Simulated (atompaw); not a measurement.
**Ag (Z = 47): one change to a PAW (atompaw) potential, before and after**

atompaw 4.2.0.5 input, output lines left out:

```
Ag 47
GGA-PBE scalarrelativistic loggrid 1500 logderivrange -3 5 201
5 5 4 0 0 0
5 0 0.5
5 1 0
0 0 0
c
c
c
c
v
c
c
c
v
c
v
2
3.00 2.55 2.70 1.55
y
1.3
n
y
1.05
n
y
-0.35
n
custom polynom vanderbiltortho sinc
3 0 troulliermartins
3.00
2.05
3.00
3.00
3.00
3.00
```

All-electron outer shells of the reference configuration (PBE, scalar-relativistic, ld1.x):

| shell | level (eV) | outermost node (bohr) | outermost maximum (bohr) |
| --- | --- | --- | --- |
| 4p | -62.51 | 0.44 | 0.88 |
| 4d | -11.37 | 0.43 | 1.04 |
| 5s | -7.71 | 1.11 | 2.43 |
| 5p | -3.34 | 1.25 | 3.36 |

Change: wave 5s channel at 1.3 Ry: rc 2.05 bohr becomes 5s channel at 5.88 Ry: rc 2.05 bohr.

Cutoffs: the cutoffs (Ry, on a coarse ladder) from which the occupation-weighted sum of valence levels, in a spherical-Bessel basis at the reference potential, stays within 10 and 1 mRy of its value at 400 Ry; they do not see the model core or the augmentation charge, which bear on the density cutoff.

Task: What does the change do?

Result: The potential gets neither clearly harder nor softer (10 Ry and 18 Ry → 10 Ry and 18 Ry); the bound ghosts move from p, s to p.

| quantity | base | changed |
| --- | --- | --- |
| cutoff, loose | 10 Ry | 10 Ry |
| cutoff, tight | 18 Ry | 18 Ry |
| bound ghosts | p, s | p |
| s: phases at 3.00 bohr within 0.05 rad from the reference energy up to (Ry; the scan ends near 5) | 2.8 | 2.9 |
| p: phases at 3.00 bohr within 0.05 rad from the reference energy up to (Ry; the scan ends near 5) | 3.9 | 3.9 |
| d: phases at 3.00 bohr within 0.05 rad from the reference energy up to (Ry; the scan ends near 5) | 1.0 | 1.0 |
| lowest overlap eigenvalue by channel | s 0.17, p 0.24, d 0.94 | s 0.53, p 0.24, d 0.94 |

 A true bound ghost makes a file unfit for plane-wave use even where its test errors are small: the radial tests pick states by their node count and pass the ghost by. The cutoffs see the waves, projectors and local potential, not the compensation charge or the core.
